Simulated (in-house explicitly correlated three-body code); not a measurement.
Results of a calculation; reference values are marked as such.
# Two electrons around a charge Z: highest levels of functionals against the exact one

The exact non-relativistic ground state comes from a variational code in 260 exponentially correlated functions, the Kohn-Sham parts from inverting its density (past Z = 6 the correlation energy is taken as exact minus Hartree-Fock, equal to within microhartrees), and self-consistent runs (Hartree-Fock is restricted) from a B-spline radial code. Z may be fractional; the second electron is bound down to Z = 0.911.

The exact Kohn-Sham level equals minus the binding energy. «Unbound» marks a run whose level isn't bound or that didn't converge.

```json
{"Z": "0.93", "exact (eV)": "-0.1361", "Hartree-Fock (eV)": "-0.6354", "LDA PW92 (eV)": "unbound", "PBE (eV)": "unbound", "B3LYP VWN-RPA (eV)": "unbound", "wB97X (eV)": "-0.792"}
{"Z": "1.09", "exact (eV)": "-1.772", "Hartree-Fock (eV)": "-2.264", "LDA PW92 (eV)": "unbound", "PBE (eV)": "unbound", "B3LYP VWN-RPA (eV)": "unbound", "wB97X (eV)": "-2.108"}
{"Z": "1.3", "exact (eV)": "-5.031", "Hartree-Fock (eV)": "-5.491", "LDA PW92 (eV)": "-0.784", "PBE (eV)": "-0.7456", "B3LYP VWN-RPA (eV)": "-1.9", "wB97X (eV)": "-4.658"}
{"Z": "1.54", "exact (eV)": "?", "Hartree-Fock (eV)": "?", "LDA PW92 (eV)": "?", "PBE (eV)": "?", "B3LYP VWN-RPA (eV)": "?", "wB97X (eV)": "?"}
{"Z": "1.86", "exact (eV)": "?", "Hartree-Fock (eV)": "?", "LDA PW92 (eV)": "?", "PBE (eV)": "?", "B3LYP VWN-RPA (eV)": "?", "wB97X (eV)": "?"}
{"Z": "2.3", "exact (eV)": "-37.05", "Hartree-Fock (eV)": "-37.42", "LDA PW92 (eV)": "-25.9", "PBE (eV)": "-26.3", "B3LYP VWN-RPA (eV)": "-28.97", "wB97X (eV)": "-31.81"}
{"Z": "2.72", "exact (eV)": "-58.61", "Hartree-Fock (eV)": "-58.96", "LDA PW92 (eV)": "-44.52", "PBE (eV)": "-45.17", "B3LYP VWN-RPA (eV)": "-48.43", "wB97X (eV)": "-51.17"}
{"Z": "3.06", "exact (eV)": "-79.57", "Hartree-Fock (eV)": "-79.91", "LDA PW92 (eV)": "-63.1", "PBE (eV)": "-63.95", "B3LYP VWN-RPA (eV)": "-67.68", "wB97X (eV)": "-70.35"}
```

Q: What belongs in the row Z = 1.86?

A: exact (eV): -19.61; Hartree-Fock (eV): -20.01; LDA PW92 (eV): -11.51; PBE (eV): -11.69; B3LYP VWN-RPA (eV): -13.72; wB97X (eV): -16.64.

Q: What belongs in the row Z = 1.54?

A: exact (eV): -10.24; Hartree-Fock (eV): -10.66; LDA PW92 (eV): -4.333; PBE (eV): -4.374; B3LYP VWN-RPA (eV): -5.922; wB97X (eV): -8.826.

Q: Why do the levels of the functionals lie above the exact one?

A: Semilocal exchange-correlation potentials fall off faster than the exact −1/r, since they don't cancel the electron's repulsion by itself; hybrids restore a share of the tail, and range-separated ones all of it at long range. Hartree-Fock has the tail but lacks relaxation and correlation.
